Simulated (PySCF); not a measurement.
# Shapes and spin states of Zn₂F⁺

Computed with B3LYP in PySCF with F def2-SVP, Zn def2-SVP; no relativity; density-fitted integrals.

Relaxations began from a few typed shapes and spin states; open shells are unrestricted. The search is not exhaustive: other isomers or separated fragments can lie lower, and high-lying points may rest on an excited occupation.

(1) Which is the lowest minimum found?
A. triplet D∞h: F–Zn 1.916 Å (×2); Zn–F–Zn 180.0°
B. singlet C2v: F–Zn 1.945 Å (×2), Zn–Zn 2.502 Å; F–Zn–Zn 50.0° (×2), Zn–F–Zn 80.0°

## Answers

(1) A. The others lie at 6.8 (singlet C2v) kJ/mol above it.
